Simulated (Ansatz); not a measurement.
C$_{4}$H$_{6}$F$_{4}$, SMILES `CC(F)(F)C(F)CF`. Charge 0, multiplicity 1. The geometry is a stationary point of PBE0-D4/def2-TZVP. It is one conformer, not always the lowest.

```xyz
14

C    -1.340    0.855   -0.500
C     0.157    0.891   -0.398
F     0.715    0.619   -1.615
F     0.556    2.146   -0.065
C     0.787   -0.072    0.606
F     0.289    0.224    1.855
C     0.524   -1.520    0.286
F     1.343   -2.316    1.053
H    -1.675   -0.113   -0.872
H    -1.663    1.633   -1.192
H    -1.779    1.037    0.481
H     1.865    0.115    0.616
H     0.735   -1.717   -0.768
H    -0.513   -1.780    0.515
```

(1) What is the dipole moment at B3LYP/def2-TZVPP? (An estimate is asked.)

(2) And with PBE, r2SCAN, ωB97M-V? (Estimate.)

(3) Give the Mulliken charges with B3LYP, PBE, ωB97M-V in def2-TZVPP. (Estimate.)

## Answers

(1) Computed: 2.41 D, with components (-1.91, -0.51, -1.38) D in this frame, pointing from negative to positive charge.

(2) Computed: PBE 2.25 D, r2SCAN 2.35 D, ωB97M-V 2.39 D.

(3) The calculation gave: 
```tsv
atom	B3LYP	PBE	ωB97M-V
C1	-0.29	-0.29	-0.32
C2	0.38	0.30	0.31
F3	-0.22	-0.17	-0.20
F4	-0.20	-0.15	-0.18
C5	0.17	0.14	0.11
F6	-0.23	-0.19	-0.21
C7	0.04	0.01	0.01
F8	-0.23	-0.19	-0.22
H9	0.09	0.09	0.11
H10	0.11	0.10	0.13
H11	0.11	0.11	0.13
H12	0.09	0.08	0.11
H13	0.09	0.08	0.11
H14	0.09	0.08	0.11
```

B3LYP here is the variant with VWN-RPA as its local correlation; programs differ in this.
